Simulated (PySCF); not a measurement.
Calculated NMR parameters of O=CN1C[C@H]1C(F)(F)F

- Formula: C4H4F3NO
- SMILES: O=CN1C[C@H]1C(F)(F)F
- InChI: InChI=1S/C4H4F3NO/c5-4(6,7)3-1-8(3)2-9/h2-3H,1H2/t3-,8?/m0/s1
- Point group of the computed structure: C1
- Degrees of unsaturation: 2
- Carbon signals: 4
- Proton signals: 4

Numbering as in the mapped SMILES `[O:1]=[CH:2][N:3]1[CH2:4][C@H:5]1[C:6]([F:7])([F:8])[F:9]`. Hydrogens are named by the atom that carries them. Ha(C4) is cis to C6 on the ring; Hb(C4) is trans to C6 on the ring.

Computational details: GFN2-xTB geometry, shielding tensors at PBE0/pcSseg-1 (GIAO), in PySCF 2.14.0 with density-fitted response routines (non-relativistic, no solvent model, equivalent nuclei averaged, single conformer).

Chemical shifts δ = σref − σ; TMS for 1H (31.72 ppm), 13C (186.93 ppm); CFCl3 for 19F (170.95 ppm); NH3 for 15N (267.73 ppm); H2O for 17O (336.08 ppm), all at this level.

| carbon | δC, type | δH (multiplicity) | HMBC from (2–3 bonds) | span of the C tensor (ppm) |
| --- | --- | --- | --- | --- |
| C2 | 163.0, CH | 8.77 (s) | H(C5), Ha(C4), Hb(C4) | 168 |
| C4 | 26.9, CH2 | Ha(C4) 2.66 (m); Hb(C4) 2.40 (m) | H(C2), H(C5) | 77 |
| C5 | 36.7, CH | 3.09 (m) | H(C2), Ha(C4), Hb(C4) | 82 |
| C6 | 132.9, C | – | H(C5), Ha(C4), Hb(C4) | 7 |

Other nuclei:
| atoms | nucleus | environment | δ (ppm) | σ (ppm) |
| --- | --- | --- | --- | --- |
| F7/F8/F9 | 19F | fluorine of a CF3 group | -89.0 | 260.0 |
| N3 | 15N | amide-type nitrogen | 107.9 | 159.8 |
| O1 | 17O | amide-type carbonyl oxygen | 485.6 | -149.5 |

Carbon types of the structure: 1 × C, 2 × CH, 1 × CH2, which accounts for all hydrogens. δC 163.0: amide carbonyl carbon; lone-pair donation from the attached heteroatom keeps it upfield of a ketone carbonyl. δC 132.9: CF3 carbon; 3 electronegative neighbours deshield it. δC 36.7, 26.9: aziridine ring carbon; pulled downfield by the heteroatom. δH 8.77: hydrogen on an amide carbonyl carbon. δH 3.09, 2.66, 2.40: hydrogen on an aziridine ring carbon; its carbon carries N, which withdraws density.

Splittings by 19F in the carbon and heteronuclear signals aren't shown, as no couplings were computed. Shifts are as computed. Against solution values, carbons near 30 ppm lie about +3 ppm off and those near 130 ppm about +5 ppm. Of 1211 compounds with measured shifts, 218 miss one by over three times the rms of a fit or turn the order of signals round; such compounds aren't used in these exercises. Unscaled 19F shifts against computed CFCl3 carry errors that often reach 10 to 50 ppm. Unscaled 17O shifts of doubly bonded oxygen tend to come out too high, by tens of ppm or more. Experimental scales use liquid or dissolved standards, which lie at an offset from isolated NH3 (liquid NH3: subtract about 20 ppm) and H2O (liquid H2O: subtract about 36 ppm). Multiplicities follow the n + 1 count of equivalent neighbours, as no J values were calculated; m marks all less simple cases, F and P coupling included.
